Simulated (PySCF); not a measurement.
Atomic charges by several schemes

Compound: H₁₂OP₂Si₄.
Structure used (PBE0-D3(BJ)/def2-SVP), in Å, numbered top down from 1:
```xyz
19
H12OP2Si4 angstrom
Si    -1.3936    1.0703    1.3910
P     -0.6774   -0.9163    0.5663
Si    -2.6744   -1.6885   -0.1548
Si    -0.0479   -0.0920   -1.4372
O      1.4728    0.5452   -1.2915
Si     2.8154    0.6462   -0.3205
P      2.2387    0.3560    1.8549
H     -0.4866    2.1529    0.9064
H     -2.7839    1.3644    0.9170
H     -1.3860    1.0221    2.8810
H     -3.2503   -0.8490   -1.2536
H     -3.6211   -1.6920    0.9996
H     -2.4928   -3.0817   -0.6594
H     -0.0459   -1.2216   -2.4143
H     -0.9594    0.9835   -1.9276
H      3.8298   -0.3442   -0.7875
H      3.3756    2.0229   -0.4405
H      3.5370    0.7675    2.2955
H      2.5401   -1.0363    1.8989
```

Density: PBE0/pcSseg-1 (PySCF); schemes: Mulliken, IAO, Hirshfeld and ESP-fitted. One conformer (not necessarily the lowest) at the PBE0-D3(BJ)/def2-SVP geometry, without solvent, vibrations or thermal averaging.

**Question.** Give the atomic charges in each scheme.

**Answer.** In e:

```tsv
atom	environment	Mulliken	IAO	Hirshfeld	ESP-fitted
Si1	SiH3 silicon	+0.332	+0.403	+0.238	+0.305
P2	three-coordinate phosphorus	-0.603	-0.366	-0.116	-0.351
Si3	SiH3 silicon	+0.312	+0.400	+0.250	+0.286
Si4	oxygen-bound silicon	+0.698	+0.817	+0.337	+0.620
O5	siloxane oxygen	-0.752	-0.859	-0.309	-0.454
Si6	oxygen-bound silicon	+0.707	+0.820	+0.350	+0.539
P7	three-coordinate phosphorus	-0.302	-0.128	-0.004	-0.286
H8	Si–H hydrogen	-0.044	-0.094	-0.071	-0.057
H9	Si–H hydrogen	-0.045	-0.109	-0.075	-0.082
H10	Si–H hydrogen	-0.032	-0.085	-0.070	-0.064
H11	Si–H hydrogen	-0.046	-0.108	-0.072	-0.085
H12	Si–H hydrogen	-0.041	-0.089	-0.067	-0.040
H13	Si–H hydrogen	-0.037	-0.092	-0.070	-0.062
H14	Si–H hydrogen	-0.072	-0.127	-0.077	-0.108
H15	Si–H hydrogen	-0.060	-0.132	-0.075	-0.127
H16	Si–H hydrogen	-0.085	-0.135	-0.079	-0.115
H17	Si–H hydrogen	-0.088	-0.127	-0.077	-0.092
H18	P–H hydrogen	+0.072	0.000	-0.006	+0.092
H19	P–H hydrogen	+0.084	+0.010	-0.008	+0.080
```

Mean size of the charges over all atoms: IAO 0.258 e, Mulliken 0.232 e, ESP-fitted 0.202 e, Hirshfeld 0.124 e. Each set sums to the total charge, 0, to within 0.001 e. The ESP scheme fits charges at the nuclei, held to the total charge, to the electrostatic potential on points at 1.4 to 2.0 times the van der Waals radii.

Lowest charge. All schemes agree: Mulliken O5 (-0.752); IAO O5 (-0.859); Hirshfeld O5 (-0.309); ESP-fitted O5 (-0.454).

Highest charge. The schemes don't all agree: Mulliken Si6 (+0.707); IAO Si6 (+0.820); Hirshfeld Si6 (+0.350); ESP-fitted Si4 (+0.620).

**Question.** How many electrons does the IAO scheme count on Si4?

**Answer.** Z − q = 14 − (+0.817) = 13.183.

**Question.** Sum the charges by element, for elements with more than one atom.

**Answer.** 
```json
{"element": "Si", "atoms": "4", "Mulliken": "+2.049", "IAO": "+2.439", "Hirshfeld": "+1.175", "ESP-fitted": "+1.750"}
{"element": "P", "atoms": "2", "Mulliken": "-0.905", "IAO": "-0.494", "Hirshfeld": "-0.120", "ESP-fitted": "-0.636"}
{"element": "H", "atoms": "12", "Mulliken": "-0.392", "IAO": "-1.087", "Hirshfeld": "-0.746", "ESP-fitted": "-0.660"}
```

**Question.** How closely do the schemes follow one another over all atoms?

**Answer.** Correlation coefficient and root-mean-square difference: Mulliken with ESP-fitted 0.98, 0.103 e; IAO with Hirshfeld 0.98, 0.217 e; Mulliken with IAO 0.97, 0.097 e; IAO with ESP-fitted 0.97, 0.136 e; Hirshfeld with ESP-fitted 0.94, 0.126 e; Mulliken with Hirshfeld 0.91, 0.207 e.
